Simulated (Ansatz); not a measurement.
Reactions of C2HCl2FSi (`C#C[Si](F)(Cl)Cl`).

Computed with Ansatz on PBE0-D4/def2-TZVP structures; ΔE is electronic, products minus reactants. CBS: MP2 limit from def2 TZ/QZ plus the TZ coupled-cluster correction, frozen cores. This one scheme is used for every species. def2 core potentials past Kr. For Ge, In outer-core shells are correlated without core-valence functions, which leaves a few kJ/mol of doubt a bond. Scalar relativity is left out up to krypton. Each species was taken in one conformer, which may not be the lowest.

Task: Order these by ΔE at CCSD(T)/CBS, lowest first. (An estimate is asked.)
A. `C#C[Si](F)(Cl)Cl` + `C[O][GeH]([F])[F]` → `C#[C][Ge]([F])([F])[O]C` + `F[SiH](Cl)Cl`
B. `C#C[Si](F)(Cl)Cl` + `N[SiH2]F` → `F[SiH2]N[Si](F)(Cl)Cl` + acetylene
C. `C#C[Si](F)(Cl)Cl` + `[OH][GeH3]` → `F[Si](Cl)(Cl)[O][GeH3]` + acetylene
D. `C#C[Si](F)(Cl)Cl` + `[NH2][InH2]` → `C#[C][InH][NH2]` + `F[SiH](Cl)Cl`

Result: C (-1.05 eV), B (-0.38 eV), D (+0.02 eV), A (+0.23 eV).

Largest T1 diagnostic: 0.016, for `[NH2][InH2]`.
